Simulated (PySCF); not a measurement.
Simulated Si 2p region for n-SiGeSiSiSiH12, GeH12Si4, binding energy against the vacuum level.

Every computed line was given a Gaussian of 0.5 eV full width at half maximum and an area set by the number of equivalent atoms (split 2:1 within a doublet); the highest printed point is 100. Method used: delta-SCF UKS SCAN, pcX-2 on the ionised atom, pcseg-1 elsewhere, spin-free X2C (PySCF 2.14.0).

(binding energy (eV), intensity): (105.4, 0), (105.5, 1), (105.6, 3), (105.7, 10), (105.8, 22), (105.9, 41), (106.0, 63), (106.1, 82), (106.2, 94), (106.3, 100), (106.4, 100), (106.5, 95), (106.6, 86), (106.7, 74), (106.8, 63), (106.9, 55), (107.0, 49), (107.1, 41), (107.2, 31), (107.3, 20), (107.4, 11), (107.5, 5), (107.6, 2), (107.7, 0), (107.8, 0)

**Question.** Count the maxima, the lines and the sites behind this envelope.

**Answer.** The curve has 1 maximum (at 106.4 eV). Under it lie 8 lines from 4 inequivalent silicon sites, each drawn as a 2p3/2, 2p1/2 pair. At this width some lines have no maximum of their own.

**Question.** Decompose the envelope and assign each component. Bonds: Si1–Ge2, Ge2–Si3, Si3–Si4, Si4–Si5. Hydrogens: H6, H7, H8 on Si1; H9, H10 on Ge2; H11, H12 on Si3; H13, H14 on Si4; H15, H16, H17 on Si5.

**Answer.** 
```
position (eV)  relative area      line  atoms                       environment
       106.10           0.67  Si 2p3/2    Si3  silicon bonded to Ge, Si and 2 H
       106.13           0.67  Si 2p3/2    Si4    silicon bonded to 2 Si and 2 H
       106.45           0.67  Si 2p3/2    Si1      silicon bonded to Ge and 3 H
       106.46           0.67  Si 2p3/2    Si5      silicon bonded to Si and 3 H
       106.73           0.33  Si 2p1/2    Si3  silicon bonded to Ge, Si and 2 H
       106.75           0.33  Si 2p1/2    Si4    silicon bonded to 2 Si and 2 H
       107.08           0.33  Si 2p1/2    Si1      silicon bonded to Ge and 3 H
       107.08           0.33  Si 2p1/2    Si5      silicon bonded to Si and 3 H
```

**Question.** What are the centre and the root-mean-square width of the whole band?

**Answer.** The area-weighted mean of the lines is 106.49 eV. Their own spread about it is 0.34 eV (rms) and each Gaussian has σ = 0.5/2.355 = 0.21 eV; the variances add, which gives 0.40 eV.

The listed Si 2p3/2 values span 0.36 eV, from Si3 (bonded to 2 H, Ge and Si) to Si5 (bonded to 3 H and Si). The widest gap between neighbouring values is 0.32 eV, between 106.13 and 106.45 eV. The values 106.10 and 106.13 eV; the values 106.45 and 106.46 eV lie too close for their order to be trusted.

No satellites, vibrations or lifetime broadening are included. 2p3/2 and 2p1/2 are the ΔSCF energy of one spin-free 2p hole plus the eigenvalues of a spin–orbit and ligand-field matrix of the shell. 2p1/2 minus 2p3/2 (ligand field included): Si 0.62 eV. Isolated species at its PBE0-D3(BJ)/def2-SVP geometry (one conformer only).
